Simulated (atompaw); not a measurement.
## PBE PAW (atompaw) dataset for Sm (Z = 62), scalar-relativistic all-electron reference.

* Element: Sm (Z = 62)
* Generator: atompaw 4.2.0.5
* Type: PAW
* Functional: PBE
* Relativity: scalar-relativistic
* Frozen core: [Xe]
* Valence charge: 8
* Reference configuration: 4f6 5d0 6s2 6p0
* Partial waves: 6s (bound): rc 3.00 bohr; 6s channel at 0.4 Ry: rc 3.00 bohr; 6p (bound, empty): rc 3.00 bohr; 6p channel at 0.85 Ry: rc 3.00 bohr; 5d (bound, empty): rc 3.00 bohr; 5d channel at 4.95 Ry: rc 3.00 bohr; 4f (bound): rc 0.80 bohr; 4f channel at 0.95 Ry: rc 0.80 bohr
* Local potential: bessel scheme, radius 2.40 bohr
* Core correction: smooth core density matched at 1.65 bohr
* Augmentation charge: sinc compensation charge, radius 2.95 bohr; PAW radius 3.00 bohr; waves and projectors: custom rrkj vanderbiltortho

All-electron outer shells of the reference configuration (PBE, scalar-relativistic, ld1.x):

```json
{"shell": "5s", "level (eV)": "-43.27", "outermost node (bohr)": "0.69", "outermost maximum (bohr)": "1.27"}
{"shell": "5p", "level (eV)": "-23.23", "outermost node (bohr)": "0.73", "outermost maximum (bohr)": "1.43"}
{"shell": "6s", "level (eV)": "-3.58", "outermost node (bohr)": "1.70", "outermost maximum (bohr)": "3.66"}
{"shell": "4f", "level (eV)": "-2.47", "outermost node (bohr)": "–", "outermost maximum (bohr)": "0.61"}
{"shell": "5d", "level (eV)": "-1.68", "outermost node (bohr)": "0.84", "outermost maximum (bohr)": "2.17"}
{"shell": "6p", "level (eV)": "-1.21", "outermost node (bohr)": "2.06", "outermost maximum (bohr)": "4.94"}
```

(1) Estimate the cutoffs (Ry, on a coarse ladder) from which the occupation-weighted sum of valence levels, in a spherical-Bessel basis at the reference potential, stays within 10 and 1 mRy of its value at 400 Ry.

(2) What does a ghost test show?

(3) Is the overlap operator S = 1 + Σ q|β⟩⟨β| positive definite (Bessel basis up to 400 Ry)?

(4) Which valence shell sets the plane-wave cutoff?

Results:

(1) 300 Ry and over 300 Ry.

(2) Ghost states, extra bound levels that the all-electron valence spectrum of the same l lacks: p at -30.9 eV, s at -20.9 eV. A true bound ghost makes a file unfit for plane-wave use.

(3) Barely: its lowest eigenvalue is 0.011 (p channel).

(4) 4f: its level needs 300 Ry to come within 1 mRy, against 6 Ry for 6s.
